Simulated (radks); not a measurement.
Question: The mean radii <r> (bohr) of the occupied orbitals of an atom or ion are listed with their occupations. Method: non-relativistic Kohn-Sham, PBEsol, spin-unpolarised, spherical densities, point nucleus; computed with a radial shooting solver on a logarithmic mesh with Libxc functionals.

| orbital | occ. | <r> |
|---|---|---|
| 1s | 2 | 0.03386 |
| 2s | 2 | 0.1473 |
| 2p | 6 | 0.1260 |
| 3s | 2 | 0.4031 |
| 3p | 6 | 0.3958 |
| 3d | 10 | 0.3697 |
| 4s | 2 | 0.9910 |
| 4p | 5 | 1.060 |
| 4d | 6 | 1.296 |
| 4f | 1 | 3.488 |

Name the element and its charge.

Answer: Z = 45, rhodium, charge +3: Rh3+ in [Ar] 3d10 4s2 4p5 4d6 4f1. The 1s radius gives Z: for a bare nucleus <r> = 1.5/Z, 0.03333 bohr for Z = 45, and screening makes it slightly larger (0.03386 here). The occupations add up to 42, and the charge is Z minus that.
